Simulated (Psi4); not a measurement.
Psi4 input (wB97X-D/6-31G*):

```
memory 1500 MB

molecule {
1 2
Si   -0.00000000   -0.00000000   -1.76183900
C     0.00000000    0.00000000    0.00000000
Si    0.00000000    0.00000000    1.76183900
symmetry c1
no_reorient
no_com
}

set {
  basis 6-31G*
  reference uks
  scf_type pk
  dft_radial_points 99
  dft_spherical_points 590
  e_convergence 1e-8
  d_convergence 1e-7
  maxiter 150
}

e = energy('wb97x-d')
print_out(f'\nFINAL {e:.10f} DIPOLE {variable("CURRENT DIPOLE")[0]:.6f} {variable("CURRENT DIPOLE")[1]:.6f} {variable("CURRENT DIPOLE")[2]:.6f}\n')
```

Output:

```
   => Loading Basis Set <=

    Name: 6-31G*
    Role: ORBITAL
    Keyword: BASIS
    atoms 1, 3 entry SI         line   268 file 6-31gs.gbs
    atoms 2    entry C          line   111 file 6-31gs.gbs

   => WB97X-D: Empirical Dispersion <=

    Chai and Head-Gordon Dispersion Correction
    Chai, J.-D.; Head-Gordon, M. (2010), J. Chem. Phys., 132: 6615-6620

        s6 =       1.000000

         ---------------------------------------------------------
                                   SCF
               by Justin Turney, Rob Parrish, Andy Simmonett
                          and Daniel G. A. Smith
                              UKS Reference
         ---------------------------------------------------------

  ==> Geometry <==

    Molecular point group: c1
    Full point group: D_inf_h

    Geometry (in Angstrom), charge = 1, multiplicity = 2:

       Center              X                  Y                   Z               Mass
    ------------   -----------------  -----------------  -----------------  -----------------
         SI           0.000000000000     0.000000000000    -1.761839000000    27.976926534650
         C            0.000000000000     0.000000000000     0.000000000000    12.000000000000
         SI           0.000000000000     0.000000000000     1.761839000000    27.976926534650

  Running in c1 symmetry.

  Rotational constants: A = ************  B =      0.09706  C =      0.09706 [cm^-1]
  Rotational constants: A = ************  B =   2909.74388  C =   2909.74388 [MHz]
  Nuclear repulsion =   79.894438730338024

  Charge       = 1
  Multiplicity = 2
  Electrons    = 33
  Nalpha       = 17
  Nbeta        = 16

  ==> Algorithm <==

  SCF Algorithm Type is PK.
  DIIS enabled.
  MOM disabled.
  Fractional occupation disabled.
  Guess Type is SAD.
  Energy threshold   = 1.00e-08
  Density threshold  = 1.00e-07
  Integral threshold = 1.00e-12

  ==> Primary Basis <==

  Basis Set: 6-31G*
    Blend: 6-31G*
    Number of shells: 22
    Number of basis functions: 53
    Number of Cartesian functions: 53
    Spherical Harmonics?: false
    Max angular momentum: 2

  ==> DFT Potential <==

   => LibXC <=

    Version 7.1.2
    S. Lehtola, C. Steigemann, M. J. T. Oliveira, and M. A. L. Marques,  SoftwareX 7, 1–5 (2018) (10.1016/j.softx.2017.11.002)

   => Composite Functional: WB97X-D <=

    wB97X-D Hyb-GGA Exchange-Correlation Functional

    J.-D. Chai and M. Head-Gordon,  Phys. Chem. Chem. Phys. 10, 6615–6620 (2008) (10.1039/B810189B)

    Deriv               =              1
    GGA                 =           TRUE
    Meta                =          FALSE

    Exchange Hybrid     =           TRUE
    MP2 Hybrid          =          FALSE

   => Exchange-Correlation Functionals <=

    1.0000   wB97X-D range-separated functional

   => Exact (HF) Exchange <=

    0.7780            HF,LR [omega = 0.2000]
    0.2220               HF

   => LibXC Density Thresholds  <==

    XC_HYB_GGA_XC_WB97X_D:  1.00E-14

   => Molecular Quadrature <=

    Radial Scheme          =       TREUTLER
    Pruning Scheme         =           NONE
    Nuclear Scheme         =       TREUTLER

    Blocking Scheme        =         OCTREE
    BS radius alpha        =              1
    Pruning alpha          =              1
    Radial Points          =             99
    Spherical Points       =            590
    Total Points           =         163922
    Total Blocks           =           1323
    Max Points             =            256
    Max Functions          =             52
    Weights Tolerance      =       1.00E-15

  ==> Integral Setup <==

  Using in-core PK algorithm.
   Calculation information:
      Number of atoms:                   3
      Number of AO shells:              22
      Number of primitives:             69
      Number of atomic orbitals:        53
      Number of basis functions:        53

      Integral cutoff                 1.00e-12
      Number of threads:                 1

  Performing in-core PK
  Using 3073788 doubles for integral storage.
  We computed 29418 shell quartets total.
  Whereas there are 32131 unique shell quartets.

  Computing range-separated integrals for PK
  We computed 29418 wK shell quartets total.
  Whereas there are 32131 wK unique shell quartets.

  ==> DiskJK: Disk-Based J/K Matrices <==

    J tasked:                  Yes
    K tasked:                  Yes
    wK tasked:                 Yes
    Omega:               2.000E-01
    Schwarz Cutoff:          1E-12


  Cached 100.0% of DFT collocation blocks in 0.212 [GiB].

  Minimum eigenvalue in the overlap matrix is 9.3017938016E-03.
  Reciprocal condition number of the overlap matrix is 1.6791097346E-03.
    Using symmetric orthogonalization.

  ==> Pre-Iterations <==

  SCF Guess: Superposition of Atomic Densities via on-the-fly atomic UHF (no occupation information).

   -------------------------
    Irrep   Nso     Nmo
   -------------------------
     A         53      53
   -------------------------
    Total      53      53
   -------------------------

  ==> Iterations <==

                        Total Energy        Delta E     RMS |[F,P]|

   @UKS iter SAD:  -615.85772641246854   -6.15858e+02   0.00000e+00
   @UKS iter   1:  -616.32745433322418   -4.69728e-01   1.14553e-02 DIIS/ADIIS
   @UKS iter   2:  -616.03877399769294    2.88680e-01   1.58747e-02 DIIS/ADIIS
   @UKS iter   3:  -616.54892667828494   -5.10153e-01   6.35527e-04 DIIS/ADIIS
   @UKS iter   4:  -616.55085838607806   -1.93171e-03   2.74210e-04 DIIS/ADIIS
   @UKS iter   5:  -616.55127131576319   -4.12930e-04   9.41944e-05 DIIS
   @UKS iter   6:  -616.55135539069420   -8.40749e-05   2.81942e-05 DIIS
   @UKS iter   7:  -616.55136524008878   -9.84939e-06   1.34399e-05 DIIS
   @UKS iter   8:  -616.55136837374675   -3.13366e-06   5.41895e-06 DIIS
   @UKS iter   9:  -616.55136874977677   -3.76030e-07   1.37774e-06 DIIS
   @UKS iter  10:  -616.55136877261975   -2.28430e-08   3.73702e-07 DIIS
   @UKS iter  11:  -616.55136877313646   -5.16707e-10   4.98356e-08 DIIS
  Energy and wave function converged.

  ==> Post-Iterations <==

   Electrons on quadrature grid:
      Nalpha   =   16.9999999815 ; deviation = -1.848e-08
      Nbeta    =   15.9999999812 ; deviation = -1.881e-08
      Ntotal   =   32.9999999627 ; deviation = -3.728e-08

   @Spin Contamination Metric:   1.074486354E-02
   @S^2 Expected:                7.500000000E-01
   @S^2 Observed:                7.607448635E-01
   @S   Expected:                5.000000000E-01
   @S   Observed:                5.000000000E-01

    Orbital Energies [Eh]
    ---------------------

    Alpha Occupied:

       1A    -66.575551     2A    -66.575534     3A    -10.531303
       4A     -5.680315     5A     -5.680286     6A     -4.025183
       7A     -4.025183     8A     -4.025175     9A     -4.025175
      10A     -4.023105    11A     -4.023098    12A     -0.965240
      13A     -0.814148    14A     -0.651734    15A     -0.581701
      16A     -0.540006    17A     -0.540006

    Alpha Virtual:

      18A     -0.256124    19A     -0.256124    20A     -0.148840
      21A     -0.148840    22A     -0.074595    23A     -0.018988
      24A      0.034517    25A      0.095812    26A      0.125800
      27A      0.125800    28A      0.158658    29A      0.165699
      30A      0.165699    31A      0.341872    32A      0.395082
      33A      0.395082    34A      0.436181    35A      0.436183
      36A      0.441313    37A      0.441314    38A      0.465528
      39A      0.465528    40A      0.645748    41A      0.680750
      42A      0.680750    43A      0.830989    44A      0.832303
      45A      0.990090    46A      1.602150    47A      1.602152
      48A      1.770045    49A      1.770045    50A      2.308708
      51A      2.793395    52A      2.798227    53A      3.981247

    Beta Occupied:

       1A    -66.573933     2A    -66.573916     3A    -10.526948
       4A     -5.678771     5A     -5.678753     6A     -4.024304
       7A     -4.024304     8A     -4.024300     9A     -4.024300
      10A     -4.017988    11A     -4.017976    12A     -0.942038
      13A     -0.778223    14A     -0.591337    15A     -0.533614
      16A     -0.533614

    Beta Virtual:

      17A     -0.355805    18A     -0.248948    19A     -0.248948
      20A     -0.136882    21A     -0.136882    22A     -0.060384
      23A     -0.000178    24A      0.036896    25A      0.103316
      26A      0.128851    27A      0.128851    28A      0.166502
      29A      0.166502    30A      0.177038    31A      0.361982
      32A      0.423887    33A      0.423887    34A      0.442829
      35A      0.442830    36A      0.447972    37A      0.447973
      38A      0.479150    39A      0.479150    40A      0.669841
      41A      0.694388    42A      0.694388    43A      0.843092
      44A      0.854327    45A      1.006929    46A      1.608464
      47A      1.608468    48A      1.795771    49A      1.795771
      50A      2.334683    51A      2.800732    52A      2.807465
      53A      3.997964

    Final Occupation by Irrep:
              A
    DOCC [    16 ]
    SOCC [     1 ]
    NA   [    17 ]
    NB   [    16 ]

  @UKS Final Energy:  -616.55136877313646

   => Energetics <=

    Nuclear Repulsion Energy =             79.8944387303380239
    One-Electron Energy =               -1003.7836249409940592
    Two-Electron Energy =                 341.1706917392686478
    DFT Exchange-Correlation Energy =     -33.8325175422281461
    Empirical Dispersion Energy =          -0.0003567595209112
    VV10 Nonlocal Energy =                  0.0000000000000000
    Total Energy =                       -616.5513687731364598

  UHF NO Occupations:
  HONO-2 :   15  A 1.9986134
  HONO-1 :   16  A 1.9963428
  HONO-0 :   17  A 1.0000000
  LUNO+0 :   18  A 0.0036572
  LUNO+1 :   19  A 0.0013866
  LUNO+2 :   20  A 0.0001822
  LUNO+3 :   21  A 0.0000766

Computation Completed

Properties will be evaluated at   0.000000,   0.000000,   0.000000 [a0]

Properties computed using the SCF density matrix

 Multipole Moments:

 ------------------------------------------------------------------------------------
     Multipole            Electronic (a.u.)      Nuclear  (a.u.)        Total (a.u.)
 ------------------------------------------------------------------------------------

 L = 1.  Multiply by 2.5417464519 to convert [e a0] to [Debye]
 Dipole X            :         -0.0000000            0.0000000           -0.0000000
 Dipole Y            :          0.0000000            0.0000000            0.0000000
 Dipole Z            :         -0.0000000            0.0000000           -0.0000000
 Magnitude           :                                                    0.0000000

 ------------------------------------------------------------------------------------

FINAL -616.5513687731 DIPOLE -0.000000 0.000000 -0.000000

*** Psi4 exiting successfully. Buy a developer a beer!
```

The dipole moment of an ion depends on the origin.

The geometry given is a B3LYP-D3(BJ)/def2-TZVP minimum.
